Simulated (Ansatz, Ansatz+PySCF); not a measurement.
A single Fe atom.

Basis set: def2-SVP (spherical functions). Charge 0, multiplicity 5.

Computed with Ansatz (development build ahead of 0.2.0); each method stands on the lowest determinant of its kind that the runs found.

(1) Give the vertical ionization energy (product with multiplicity 6 at the same shape, open shells in the same class of orbitals) of quintet Fe by PBE0 (unrestricted), PBE0 (restricted open-shell).

## Answers

(1)

```tsv
method	ionization energy
PBE0 (unrestricted)	7.46 eV
PBE0 (restricted open-shell)	7.43 eV
```
